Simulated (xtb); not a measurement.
C3H9NSi2, SMILES [SiH3][C@@H]1N=C(C)[SiH2]1. All values are semi-empirical tight-binding results from xtb (GFN2-xTB unless named), good for trends rather than for accurate numbers. Coordinates come from a GFN2-xTB optimisation. The structure was generated by enumeration; whether it is a known compound was not checked.

### Question
Estimate the properties. (An estimate is asked for; the answer gives what the named calculation found.)

### Answer

* **orbital gap**: 2.78 eV
* **dipole moment**: 2.57 D
* **zero-point energy**: 64.8 kcal/mol
* **G − E(el) at 298.15 K (modified RRHO)**: 43.7 kcal/mol
* **static polarisability (D4 model)**: 96.5 bohr³
* **solvation energy, GFN2-xTB/ALPB(water)**: -1.5 kcal/mol
* **solvation energy, GFN2-xTB/ALPB(ether)**: -5.4 kcal/mol
